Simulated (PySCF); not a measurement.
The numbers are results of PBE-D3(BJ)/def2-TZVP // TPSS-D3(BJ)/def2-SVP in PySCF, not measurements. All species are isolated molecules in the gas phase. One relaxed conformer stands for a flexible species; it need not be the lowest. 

Reference species: [Cd(OH)(Cl)] (neutral, multiplicity 1).

The HOMO–LUMO gap is 3.91 eV and the HOMO is -6.77 eV.

Changed species: [Cd(OH)(SH)] (Y = SH; the reference has Y = Cl).

Problem. What does the change do to the HOMO–LUMO gap and HOMO?

Solution. the HOMO–LUMO gap decreases by 0.16 eV, to 3.75 eV; the HOMO goes up by 0.63 eV, to -6.14 eV.
